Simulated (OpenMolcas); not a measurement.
A calculation on Kr3+.

```json
{
 "Program": "OpenMolcas",
 "Method": "CASSCF",
 "Basis": "ANO-RCC-VTZP [6s5p3d1f]",
 "Scalar Hamiltonian": "DKH2, point nucleus",
 "Active space": "3 electrons in 3 orbitals (4p)",
 "State averaging": "2S+1 = 4 odd, 1 root; 2S+1 = 2 odd, 8 roots",
 "Spin-orbit coupling": "RASSI with atomic mean-field integrals over the reference wave functions, term energies averaged over their components"
}
```

**Question.** Which level of the active space comes out lowest?

**Answer.** 4s² 4p³ ⁴S°_3/2, with 99 % of that term; it is also the measured ground level.

**Question.** How high does 4s² 4p³ ²D°_5/2 lie?

**Answer.** 23229 cm⁻¹ above the lowest level; measured 18700 cm⁻¹ above the ground level, so the calculation is off by +24 %.

**Question.** How high does 4s² 4p³ ²D°_3/2 lie?

**Answer.** 22005 cm⁻¹ above the lowest level; measured 17038 cm⁻¹ above the ground level, so the calculation is off by +29 %.

**Question.** How high does 4s² 4p³ ²P°_1/2 lie?

**Answer.** 38316 cm⁻¹ above the lowest level; measured 31056 cm⁻¹ above the ground level, so the calculation is off by +23 %.

**Question.** The level at 39989 cm⁻¹ has J = 3/2. What is it made of, and what is its g factor?

**Answer.** 92 % 4s² 4p³ ²P°_3/2, 7 % 4s² 4p³ ²D°; g = 1.304, against 1.334 from Landé's formula for the pure leading term.

Measured values: Saloman, J. Phys. Chem. Ref. Data 36, 215 (2007).

With the s shell closed, the reference lacks s² → p² mixing. Measured partners are found by configuration, term and J. A level has none where our copy of the source lacks it or the pairing is in doubt (some pairs that miss far off the trend of their configuration count as doubtful), and it then counts in no deviation. Only configurations of the active space appear.

° marks odd parity.
